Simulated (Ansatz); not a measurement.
Zn3Se3⁺. Charge 1, multiplicity 2. Geometry PBE-D4/def2-SVP, basis def2-SVP, Ansatz.

```
atom   x (Å)   y (Å)   z (Å)
 Zn1   0.348   1.801  -0.392
 Zn2  -0.391  -1.261   0.354
 Zn3  -1.611   1.119   0.772
 Se4   1.715  -1.421  -0.797
 Se5   2.338   0.730  -1.377
 Se6  -2.399  -0.968   1.440
```

```json
{"run": "A", "HOMO (eV)": "-13.05", "LUMO (eV)": "-6.85"}
{"run": "B", "HOMO (eV)": "-10.65", "LUMO (eV)": "-8.84"}
{"run": "C", "HOMO (eV)": "-11.42", "LUMO (eV)": "-7.94"}
{"run": "D", "HOMO (eV)": "-9.83", "LUMO (eV)": "-9.41"}
{"run": "E", "HOMO (eV)": "-10.02", "LUMO (eV)": "-9.50"}
```

LC-ωPBE has ω = 0.4 bohr⁻¹. Another isomer (doublet) lies 0.12 eV lower at PBE0-D4/def2-SVP; other spin states weren't run for this one.

HOMO and LUMO are taken over both spins.

Task: The runs used BHLYP, LC-ωPBE, PBE, PBE0, r2SCAN. Estimate which is which.

Result: A LC-ωPBE (range-separated); B PBE0 (25 % exact exchange); C BHLYP (50 % exact exchange); D PBE (0 % exact exchange); E r2SCAN (0 % exact exchange). Exact exchange lowers occupied and raises empty levels; among semilocal functionals meta-GGAs tend to open the gap a little, and such runs are hard to tell apart. The gap grows from 0.42 eV (PBE) to 6.20 eV (LC-ωPBE).
